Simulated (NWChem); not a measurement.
All runs are NWChem calculations. System: silylarsine (H$_{5}$AsSi), charge 0, spin multiplicity 1, at a geometry optimised with PBE/def2-SVP. Level: MP2/def2-TZVP, 14 core orbitals frozen.

Input file:

```
start mol
memory heap 200 mb stack 900 mb global 1100 mb
geometry units angstroms nocenter noautoz
  Si     1.553083    -0.308117     0.000000
  As    -0.782630     0.215842     0.000000
  H      2.175003     0.312214     1.221993
  H      2.175003     0.312214    -1.221993
  H      1.846388    -1.784278     0.000000
  H     -1.056375    -0.824644     1.103537
  H     -1.056375    -0.824644    -1.103537
  symmetry group Cs
end
basis spherical
  * library def2-tzvp
end
scf
  rhf
  nopen 0
  maxiter 100
  thresh 1e-7
  semidirect memsize 60000000 filesize 0
end
mp2
  freeze core 14
end
task mp2 energy
```

NWChem printed:

```
             Northwest Computational Chemistry Package (NWChem) 7.3.0
             --------------------------------------------------------

                                NWChem Input Module
                                -------------------

 Scaling coordinates for geometry "geometry" by  1.889725989
 (inverse scale =  0.529177249)

 Turning off AUTOSYM since
 SYMMETRY directive was detected!

                             Geometry "geometry" -> ""
                             -------------------------

 Output coordinates in angstroms (scale by  1.889725989 to convert to a.u.)

  No.       Tag          Charge          X              Y              Z
 ---- ---------------- ---------- -------------- -------------- --------------
    1 Si                  14.0000     1.55308300    -0.30811700     0.00000000
    2 As                  33.0000    -0.78263000     0.21584200     0.00000000
    3 H                    1.0000     2.17500300     0.31221400     1.22199300
    4 H                    1.0000     2.17500300     0.31221400    -1.22199300
    5 H                    1.0000     1.84638800    -1.78427800     0.00000000
    6 H                    1.0000    -1.05637500    -0.82464400     1.10353700
    7 H                    1.0000    -1.05637500    -0.82464400    -1.10353700

 Effective nuclear repulsion energy (a.u.)     162.6800402043

            Nuclear Dipole moment (a.u.)
            ----------------------------
        X                 Y               Z
 ---------------- ---------------- ----------------
     0.0000302356     0.0000188973     0.0000000000

      Symmetry information
      --------------------

 Group name             Cs
 Group number              2
 Group order               2
 No. of unique centers     5

      Symmetry unique atoms

     1    2    3    5    6


 Summary of "ao basis" -> "" (spherical)
 ------------------------------------------------------------------------------
       Tag                 Description            Shells   Functions and Types
 ---------------- ------------------------------  ------  ---------------------
 *                         def2-tzvp                  on all atoms
[...]
     1   1 0 0      0.076855      0.000000      0.000030
     1   0 1 0     -0.153137      0.000000      0.000019
     1   0 0 1      0.000000      0.000000      0.000000

     2   2 0 0    -27.211269      0.000000    246.703539
     2   1 1 0      0.637122      0.000000    -44.524080
     2   1 0 1     -0.000000      0.000000      0.000000
     2   0 2 0    -27.219481      0.000000     27.158588
     2   0 1 1     -0.000000      0.000000      0.000000
     2   0 0 2    -25.939484      0.000000     19.362745

                   NWChem MP2 Semi-direct Energy/Gradient Module
                   ---------------------------------------------

  Basis functions       =    115
  Molecular orbitals    =    115
  Frozen core           =     14
  Frozen virtuals       =      0
  Active alpha occupied =     12
  Active beta occupied  =     12
  Active alpha virtual  =     89
  Active beta virtual   =     89
  Use MO symmetry       = T
  Use skeleton AO sym   = T

  AO/Fock/Back tols     =   1.0D-09  1.0D-09  1.0D-09

 GA uses MA = F    GA memory limited = T

 Available:
  local mem=  1.26D+08
 global mem=  1.44D+08
 local disk=  0.00D+00
  mp2_memr nvloc                    89
  nvloc new                    89
   1 passes of  12:        5242880                      80357                  23462081.
   1 passes of  12: M    126143167           G      144152750           F     120900287.

 Semi-direct pass number   1 of   1  for RHF alpha+beta  at        3.8s
  vrange nnbf                  6455
  mp2_eaftype                    89  avail_ma_in_mb                  1099
 EAF : mp2_eaftype filesize          89   11731040.
  mp2_eaf for mointskh                     89
Node 0 wrote     55.2 Mb in      0.2 s     Agg I/O rate:   319.5 Mb/s
 Done moints_semi at       11.0s
  mp2_eaftype                    89  avail_ma_in_mb                  1010
 EAF : mp2_eaftype filesize          89   11731040.
  mp2_eaf for kh                    89
 Done maket at       11.2s
 Done multipass loop at       11.2s

          -------------------------------------------
          SCF energy               -2526.047702578614
          Correlation energy          -0.392653686692
          Singlet pairs               -0.253013241420
          Triplet pairs               -0.139640445271
          Total MP2 energy         -2526.440356265306
          -------------------------------------------

          ---------------------------------------------------
                    Spin Component Scaled (SCS) MP2
          Same spin pairs                     -0.093093630181
          Same spin scaling factor             0.333333333333
          Opposite spin pairs                 -0.299560056511
          Opposite spin scaling fact.          1.200000000000
          SCS-MP2 correlation energy          -0.390503277873
          Total SCS-MP2 energy             -2526.438205856488
          ---------------------------------------------------

 -----------------------
 Performance information
 -----------------------

 Timer overhead =  1.04D-07 seconds/call

               Nr. of calls         CPU time (s)                 Wall time (s)                GFlops
             ---------------    -------------------     ------------------------------   -------------------
Name         Min   Avg   Max    Min     Avg     Max     Min     Avg     Max   Mx/calls   Min     Max     Sum
mp2: moin     1     1     1    7.3     7.3     7.3      7.3     7.3     7.3     7.3      0.0     0.0     0.0
mp2: make     1     1     1   0.16    0.16    0.16     0.16    0.16    0.16    0.16      0.0     0.0     0.0
mp2: tota     1     1     1    7.5     7.5     7.5      7.5     7.5     7.5     7.5      0.0     0.0     0.0

 The average no. of pstat calls per process was 3.00D+00
 with a timing overhead of 3.11D-07s

 Task  times  cpu:       11.2s     wall:       11.2s

 Total times  cpu:       11.2s     wall:       11.2s
```
